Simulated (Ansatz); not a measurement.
Zn2Se2⁻. The state is a quartet with charge -1. Geometry PBE-D4/def2-SVPD.

Cartesian coordinates in Å:
```
Zn 1.4135 0.6779 0.4844
Zn -1.6370 -0.0985 0.0523
Se 0.0014 0.8609 -1.5566
Se 0.2221 -1.4404 1.0199
```

HSE06 is defined as in plane-wave codes, on full-range PBE exchange. At PBE-D4/def2-TZVPD the highest occupied level of the charge -1 quartet lies above zero (up to 0.22 eV). It is a level of α spin, whose loss leaves a triplet; that state wasn't run at this geometry and level. The electron is either unbound and held by the finite basis, or the level is raised by self-interaction error. At PBE0-D4/def2-TZVPD a doublet of charge -1 lies 1.71 eV below the quartet, each at its own geometry. The structure comes from a short search, and lower isomers may exist.

(1) Estimate the α-spin orbital energies around the gap (eV) in Ansatz with PBE-D4/def2-TZVPD, r2SCAN-D4/def2-TZVPD, PBE0-D4/def2-TZVPD, HSE06-D4/def2-TZVPD, CAM-B3LYP-D4/def2-TZVPD.

Results:

(1) 
```tsv
orbital	PBE-D4/def2-TZVPD	r2SCAN-D4/def2-TZVPD	PBE0-D4/def2-TZVPD	HSE06-D4/def2-TZVPD	CAM-B3LYP-D4/def2-TZVPD
HOMO−5	-2.32	-2.58	-3.45	-3.06	-4.65
HOMO−4	-2.19	-2.41	-3.27	-2.89	-4.42
HOMO−3	-1.67	-1.87	-2.70	-2.32	-3.84
HOMO−2	-1.31	-1.59	-2.40	-2.02	-3.53
HOMO−1	-0.48	-0.77	-1.30	-0.92	-2.37
HOMO	0.22	-0.04	-0.57	-0.20	-1.58
LUMO	2.21	2.43	2.67	2.37	3.28
LUMO+1	2.47	2.93	2.82	2.57	3.30
LUMO+2	2.59	3.08	2.97	2.71	3.46
LUMO+3	2.68	3.30	3.02	2.76	3.51
LUMO+4	2.74	3.38	3.14	2.86	3.68
LUMO+5	3.02	3.66	3.31	3.08	3.72
β HOMO	-1.35	-1.54	-2.30	-1.92	-3.42
β LUMO	-0.43	-0.30	0.31	-0.05	1.23
```
